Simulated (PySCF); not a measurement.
# Spinor energies of Sr²⁸⁺ (strontium, charge +28)

Start: [Ne]. Calculated with PySCF 2.14 in an uncontracted even-tempered set (18 s from 9.7 bohr⁻², ratio 2.4; 12 p from 13 bohr⁻², ratio 2.4; 5 d from 52 bohr⁻², ratio 2.6; 5 f from 77 bohr⁻², ratio 2.6): generalised Hartree-Fock with the X2C-1e Hamiltonian and a Gaussian nucleus; one run each with spin-orbit coupling (SO) switched off, then screened by Boettger's factors.

```csv
spinor shell,electrons,"ε, spin-free (eV)","ε, screened SO (eV)",weight of nominal j (screened SO),"rms radius, screened SO (bohr)"
1s1/2,2,-17639.9,-17639.5,1.000,0.0450
2s1/2,2,-3611.0,-3610.9,1.000,0.182
2p1/2,2,-3368.2,-3417.2,1.000,0.159
```

Problem. Where does 2p3/2 lie, and what is the 2p spin-orbit splitting (screened SO)?

Solution. At -3345.0 eV, 72.217 eV above 2p1/2.

```tsv
quantity	spin-free	screened SO
E (hartree)	-2613.01450	-2613.23027
M_J	0	0
⟨J²⟩	0.000	0.000
⟨L²⟩	0.000	0.002
⟨S²⟩	0.000	0.002
```

Breit and QED terms are absent; they matter most for the inner s and p1/2 levels.

Densities and radii are taken from the X2C orbitals without a picture-change correction, which distorts them close to the nucleus.

Without spin-orbit coupling the j labels of p, d and f shells carry no meaning; the spin-free column gives the mean over the occupied spinors of each nl shell.
